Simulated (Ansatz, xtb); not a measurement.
# A geometry optimisation of C2H5ClGe with r2SCAN-D4/def2-SVP

The starting geometry of this gas-phase triplet was built from a drawn formula by distance geometry and a force field; its bonds are those of `[CH][CH2][GeH2][Cl]`.

```xyz
9

C    -3.0949   -0.1525   -2.1412
C    -2.1262   -0.0496   -0.9674
Cl   -0.4957   -2.7243   -2.2189
Ge   -1.5382   -1.8392   -0.4700
H    -3.4364    0.8996   -2.4172
H    -1.2037    0.5537   -1.2887
H    -2.5871    0.4112   -0.0959
H    -2.7378   -2.7445   -0.1242
H    -0.5198   -1.7418    0.6795
```

Task: Predict what becomes of its bonds when it is optimised with r2SCAN-D4/def2-SVP.

Result: It keeps its bonds, and is `[CH][CH2][GeH2][Cl]`.

The energy falls by 0.53 eV over 29 steps:

```tsv
step	E − E(last) (eV)
1	0.527
4	0.059
7	0.056
10	0.055
13	0.055
17	0.054
20	0.032
23	0.003
26	0.000
29	0.000
```

Final geometry (Å):

```yaml
atoms:
  - { symbol: C, position_ang: [-3.1145, 0.2436, -1.8673] }
  - { symbol: C, position_ang: [-2.1268, 0.1150, -0.8079] }
  - { symbol: Cl, position_ang: [-0.8005, -2.4680, -2.4244] }
  - { symbol: Ge, position_ang: [-1.5859, -1.7656, -0.5225] }
  - { symbol: H, position_ang: [-3.1530, -0.1140, -2.8990] }
  - { symbol: H, position_ang: [-1.1963, 0.6878, -1.0069] }
  - { symbol: H, position_ang: [-2.5180, 0.4761, 0.1626] }
  - { symbol: H, position_ang: [-2.7909, -2.6536, -0.1874] }
  - { symbol: H, position_ang: [-0.4536, -1.9089, 0.5089] }
```

From the same start GFN2-xTB ends elsewhere, in pieces: ClGeH2 + C2H3.

No frequencies were run, so the end isn't proven a minimum. Open shells are spin-unrestricted. The triplet needn't be the ground state. Run with Ansatz 0.2.0, 6.5 min on 2 threads of Arm Neoverse N1, with other jobs on the host.
